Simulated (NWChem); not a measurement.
System: SiNH3O, singlet; SMILES N[Si]O

NWChem input:

```
start job
memory heap 200 mb stack 900 mb global 1100 mb
geometry units angstroms noautoz
  Si    -0.659099     0.060271     0.000000
  O      0.410278     1.349046     0.000000
  H      1.363083     1.202177     0.000000
  N      0.414803    -1.294355     0.000000
  H      1.432265    -1.294079     0.000000
  H      0.048031    -2.241187     0.000000
end
basis spherical
  * library def2-svp
end
dft
  xc xpbe96 cpbe96
  iterations 150
end
tddft
  nroots 8
  notriplet
end
task tddft energy
```

NWChem printed, in part:

```
             Northwest Computational Chemistry Package (NWChem) 7.3.0
             --------------------------------------------------------

 CS  symmetry detected

                             Geometry "geometry" -> ""
                             -------------------------

 Output coordinates in angstroms (scale by  1.889725989 to convert to a.u.)

  No.       Tag          Charge          X              Y              Z
 ---- ---------------- ---------- -------------- -------------- --------------
    1 Si                  14.0000    -0.65296531     0.05195544     0.00000000
    2 O                    8.0000     0.41496088     1.34193289     0.00000000
    3 H                    1.0000     1.36793053     1.19613608     0.00000000
    4 N                    7.0000     0.42246024    -1.30146135     0.00000000
    5 H                    1.0000     1.43992128    -1.30004049     0.00000000
    6 H                    1.0000     0.05675385    -2.24870544     0.00000000

 Effective nuclear repulsion energy (a.u.)     102.2467594188

      Symmetry information
      --------------------

 Group name             Cs
 Group number              2
 Group order               2
 No. of unique centers     6

  pbe96 is a nonlocal functional; adding pw91lda local functional.

                                 NWChem DFT Module
                                 -----------------

 Summary of "ao basis" -> "ao basis" (spherical)
 ------------------------------------------------------------------------------
       Tag                 Description            Shells   Functions and Types
 ---------------- ------------------------------  ------  ---------------------
 Si                         def2-svp                 8       18   4s3p1d
 O                          def2-svp                 6       14   3s2p1d
 H                          def2-svp                 3        5   2s1p
 N                          def2-svp                 6       14   3s2p1d

      Symmetry analysis of basis
      --------------------------

        a'         45
        a"         16

            General Information
            -------------------
          SCF calculation type: DFT
          Wavefunction type:  closed shell.
          No. of atoms     :     6
          No. of electrons :    32
           Alpha electrons :    16
            Beta electrons :    16
          Charge           :     0
          Spin multiplicity:     1
          Use of symmetry is: off; symmetry adaption is: on
          Maximum number of iterations: 150
          AO basis - number of functions:    61
                     number of shells:    29
          Convergence on energy requested:  1.00D-06
          Convergence on density requested:  1.00D-05
          Convergence on gradient requested:  5.00D-04

              XC Information
              --------------
          PerdewBurkeErnzerhof Exchange Functional  1.000
            Perdew 1991 LDA Correlation Functional  1.000 local
           PerdewBurkeErnz. Correlation Functional  1.000 non-local

             Grid Information
             ----------------
          Grid used for XC integration:  medium
          Radial quadrature: Mura-Knowles
          Angular quadrature: Lebedev.
          Tag              B.-S. Rad. Rad. Pts. Rad. Cut. Ang. Pts.
          ---              ---------- --------- --------- ---------
          Si                  1.10       88           8.0       590
          O                   0.60       49          10.0       434
          H                   0.35       45          10.0       434
          N                   0.65       49           8.0       434
          Grid pruning is: on
          Number of quadrature shells:   321
          Spatial weights used:  Erf1

      Superposition of Atomic Density Guess
      -------------------------------------

 Sum of atomic energies:        -419.17171682

      Non-variational initial energy
      ------------------------------

 Total energy =    -420.071781
 1-e energy   =    -781.495148
 2-e energy   =     259.176608
 HOMO         =      -0.267386
 LUMO         =      -0.000542

[...]

                                NWChem TDDFT Module
                                -------------------

            General Information
            -------------------
           No. of orbitals :     122
            Alpha orbitals :      61
             Beta orbitals :      61
        Alpha frozen cores :       0
         Beta frozen cores :       0
     Alpha frozen virtuals :       0
      Beta frozen virtuals :       0
         Spin multiplicity :       1
    Number of AO functions :      61
        Use of symmetry is : off
      Symmetry adaption is : on
         Schwarz screening :  0.10D-07

              XC Information
              --------------
   PerdewBurkeErnzerhof Exchange Functional   1.00
     Perdew 1991 LDA Correlation Functional   1.00 local
    PerdewBurkeErnz. Correlation Functional   1.00 non-local

             TDDFT Information
             -----------------
          Calculation type : TDDFT
         Wavefunction type : Restricted singlets
          No. of electrons :      32
           Alpha electrons :      16
            Beta electrons :      16
              No. of roots :       8
          Max subspacesize :    5600
            Max iterations :     100
               Target root :       1
           Target symmetry : none
      Symmetry restriction : off
                 Algorithm : Optimal
        Davidson threshold :  0.10D-03

    8 smallest eigenvalue differences (eV)
--------------------------------------------------------
  No. Spin  Occ  Vir  Irrep   E(Occ)    E(Vir)   E(Diff)
--------------------------------------------------------
    1    1   16   17 a"       -0.203    -0.045     4.293
    2    1   15   17 a'       -0.234    -0.045     5.151
    3    1   16   18 a'       -0.203     0.017     5.979
    4    1   16   19 a'       -0.203     0.019     6.031
    5    1   14   17 a"       -0.287    -0.045     6.587
    6    1   13   17 a'       -0.292    -0.045     6.726
    7    1   15   18 a"       -0.234     0.017     6.838
    8    1   15   19 a"       -0.234     0.019     6.889
--------------------------------------------------------

  Entering Davidson iterations
  Restricted singlet excited states

  Iter   NTrls   NConv    DeltaV     DeltaE      Time
  ----  ------  ------  ---------  ---------  ---------
    1      8       0     0.38E+00   0.10+100        3.0
    2     16       0     0.28E+00   0.31E-01        3.0
    3     32       0     0.76E-01   0.29E-01        4.6
    4     48       0     0.18E-01   0.41E-02        4.6
    5     64       0     0.49E-02   0.15E-03        4.6
    6     80       1     0.17E-02   0.90E-05        4.6
    7     94       5     0.56E-03   0.97E-06        4.3
    8    100       7     0.18E-03   0.92E-07        2.8
    9    102       8     0.63E-04   0.78E-08        2.0
  ----  ------  ------  ---------  ---------  ---------
  Convergence criterion met

  Ground state a'       -420.823894182209 a.u.

  ----------------------------------------------------------------------------
  Root   1 singlet a"             0.198749446 a.u.                5.4082 eV
  ----------------------------------------------------------------------------
     Transition Moments    X  0.00000   Y -0.00000   Z  0.96417
     Dipole Oscillator Strength                    0.1231736988
     Electric Quadrupole                           0.0000002950
     Magnetic Dipole                               0.0000034937
     Total Oscillator Strength                     0.1231774875

     Occ.   10  a'  ---  Virt.   17  a"   0.07468 X
     Occ.   12  a'  ---  Virt.   17  a"  -0.05735 X
     Occ.   16  a'  ---  Virt.   17  a"  -0.99578 X
     Occ.   16  a'  ---  Virt.   17  a"   0.11446 Y
     Occ.   16  a'  ---  Virt.   29  a"   0.05791 X
  ----------------------------------------------------------------------------
  Root   2 singlet a'             0.222676475 a.u.                6.0593 eV
  ----------------------------------------------------------------------------
     Transition Moments    X -0.11277   Y -0.15842   Z -0.00000
     Dipole Oscillator Strength                    0.0056134809
     Electric Quadrupole                           0.0000001426
     Magnetic Dipole                               0.0000000485
     Total Oscillator Strength                     0.0056136720

     Occ.   15  a"  ---  Virt.   17  a"  -0.81290 X
     Occ.   15  a"  ---  Virt.   17  a"   0.06583 Y
     Occ.   16  a'  ---  Virt.   18  a'  -0.18912 X
     Occ.   16  a'  ---  Virt.   19  a'  -0.54288 X
  ----------------------------------------------------------------------------
  Root   3 singlet a'             0.230431034 a.u.                6.2704 eV
  ----------------------------------------------------------------------------
     Transition Moments    X -0.82098   Y  0.07752   Z  0.00000
     Dipole Oscillator Strength                    0.1044640956
     Electric Quadrupole                           0.0000000659
     Magnetic Dipole                               0.0000001295
     Total Oscillator Strength                     0.1044642911

     Occ.   13  a"  ---  Virt.   17  a"   0.16765 X
     Occ.   15  a"  ---  Virt.   17  a"   0.36150 X
     Occ.   16  a'  ---  Virt.   18  a'  -0.87725 X
     Occ.   16  a'  ---  Virt.   19  a'  -0.24064 X
     Occ.   16  a'  ---  Virt.   22  a'   0.06174 X
  ----------------------------------------------------------------------------
  Root   4 singlet a"             0.245910961 a.u.                6.6916 eV
  ----------------------------------------------------------------------------
     Transition Moments    X -0.00000   Y  0.00000   Z  0.06334
     Dipole Oscillator Strength                    0.0006576356
     Electric Quadrupole                           0.0000000095
     Magnetic Dipole                               0.0000014058
     Total Oscillator Strength                     0.0006590509

[...]
```

Level: PBE/def2-SVP, full TDDFT. Low-valent species are run as closed-shell singlets; no triplet was tried in these runs. Structure relaxed at the PBE0/def2-SVP level.
